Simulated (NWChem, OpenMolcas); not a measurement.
**How basis sets differ on GaNH2F2 (SMILES [NH2][Ga]([F])[F])**

GaNH2F2 has 6 atoms, charge 0, and is taken as a singlet. SMILES: `[NH2][Ga]([F])[F]`. The shape is that of a PBE0-D4/def2-TZVP optimisation.

Each level gives the dipole moment (D). The values are calculated.

```
      level          kind     program  value (D)  CPU time
HF/ANO-S-MB  Hartree–Fock  OpenMolcas       2.94       5 s
  HF/STO-3G  Hartree–Fock  OpenMolcas       1.86     3.7 s
   HF/3-21G  Hartree–Fock  OpenMolcas       3.52     4.3 s
 HF/cc-pVDZ  Hartree–Fock  OpenMolcas       3.55      12 s
HF/def2-SVP  Hartree–Fock      NWChem       3.50      14 s
```

All-electron rows without a relativistic Hamiltonian named are non-relativistic. The values span 1.86 to 3.55 D. Magnitudes only. Sets without polarisation functions give poor dipoles. Times are those of the runs behind each value, whatever else they computed, on shared processors of several kinds: orders of magnitude only.
